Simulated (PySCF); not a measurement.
Gallium: a sound run and one with changed settings

Sound run: Ga [Ar] 3d10 4s2 4p1, Ga+ [Ar] 3d10 4s2. Calculation: PySCF 2.14, in aug-cc-pVDZ-PP with ECP10MDF (5s4p3d, 32 functions); a scalar-relativistic core potential. The sound run starts from symmetry-adapted Hartree-Fock orbitals and uses a fine grid where one is needed.

Changed run: basis STO-3G, all-electron and non-relativistic. This setting is unsound on purpose.

```csv
species,method,sound run (hartree),changed run (hartree),converged
Ga,UHF,-258.29123,-1900.72850,yes
Ga,M06-2X,-259.56626,-1901.90082,yes
Ga,PBE0,-259.40206,-1901.71407,yes
Ga+,UHF,-258.08833,-1900.61973,yes
Ga+,M06-2X,-259.35296,-1901.76598,yes
Ga+,PBE0,-259.18356,-1901.57908,yes
```

Ionisation energy of Ga:

| method | sound run (eV) | changed run (eV) |
| --- | --- | --- |
| UHF | 5.521 | 2.960 |
| M06-2X | 5.804 | 3.669 |
| PBE0 | 5.946 | 3.673 |

A minimal basis cannot let orbitals breathe on ionisation and holds almost no correlation. The Hamiltonian changed with the basis, so the totals do not compare.

For comparison, NIST gives 5.999 eV between the lowest levels.
